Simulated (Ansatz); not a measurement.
Dissociation curve of GeH, doublet.

Levels: UKS-PBE = unrestricted PBE/aug-cc-pVTZ in Ansatz (a first-principles code); UKS-B3LYP = unrestricted B3LYP/aug-cc-pVTZ run with Ansatz; FCI = full CI/aug-cc-pVTZ, cores with 3d frozen (Ansatz).

Energies relative to the lowest point of each curve near equilibrium, in kcal/mol; the last columns give the error against full CI:

```
R / Å  UKS-PBE  UKS-B3LYP   FCI  UKS-PBE − FCI  UKS-B3LYP − FCI
-----  -------  ---------  ----  -------------  ---------------
1.19      50.6       49.4  51.3           -0.7             -1.9
1.30      22.9       21.9  22.8            0.1             -0.9
1.38      11.1       10.4  10.9            0.3             -0.4
1.43       6.4        5.8   6.1            0.3             -0.3
1.52       1.5        1.2   1.2            0.2             -0.1
1.58       0.2        0.1   0.1            0.1              0.0
1.60       0.0        0.0   0.0            0.0              0.0
1.65       0.1        0.3   0.3           -0.2              0.0
1.68       0.5        0.8   0.7           -0.3              0.0
1.77       2.6        3.2   3.2           -0.6              0.0
1.85       5.5        6.3   6.3           -0.8              0.0
1.96      10.4       11.6  11.5           -1.1              0.1
2.14      19.6       21.3  21.0           -1.4              0.3
2.42      34.3       36.6  35.3           -1.0              1.4
2.64      44.6       47.1  44.8           -0.2              2.3
2.87      53.0       54.9  52.5            0.5              2.3
3.24      60.9       62.2  60.5            0.4              1.7
3.56      64.2       65.6  63.9            0.3              1.7
3.91      65.8       67.6  65.6            0.3              2.0
4.35      66.5       68.6  66.4            0.1              2.2
4.86      66.7       69.1  66.7            0.0              2.4
5.69      66.8       69.3  66.8            0.0              2.4
6.49      66.8       69.3  66.9            0.0              2.4
```

UKS-PBE is furthest from FCI at 2.14 (-1.4 kcal/mol, below); its mean absolute error over the points is 0.4 kcal/mol.

UKS-B3LYP is furthest from FCI at 6.49 (2.4 kcal/mol, above); its mean absolute error over the points is 1.1 kcal/mol.

The unrestricted determinant behind UKS-PBE is spin-contaminated at 2.87 to 6.49 Å (<S²> up to 1.8, against 0.75 for a pure doublet). The unrestricted determinant behind UKS-B3LYP is spin-contaminated at 2.64 to 6.49 Å (<S²> up to 1.8, against 0.75 for a pure doublet).
